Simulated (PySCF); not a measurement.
Ligands exchanged one at a time, Al I-H. All species are isolated molecules in the gas phase. Strings in code marks are SMILES.

Method: ωB97X-D3(BJ)/def2-TZVP // B3LYP-D3(BJ)/def2-TZVP in PySCF. Delta-SCF ions had no search for a lower state. Excitations are Tamm–Dancoff values on a coarser integration grid. The basis has no diffuse functions, so Rydberg states are missing or too high.

| species | vertical ionisation energy (Delta-SCF) (eV) | S1 excitation (TDA) (eV) |
|---|---|---|
| 0 of 3 I replaced by H | 10.02 | 5.23 |
| 1 of 3 I replaced by H (`[I][AlH][I]`) | 10.07 | 5.22 |
| 2 of 3 I replaced by H (`[AlH2][I]`) | 10.03 | 5.01 |
| 3 of 3 I replaced by H (`[AlH3]`) | 11.51 | – |
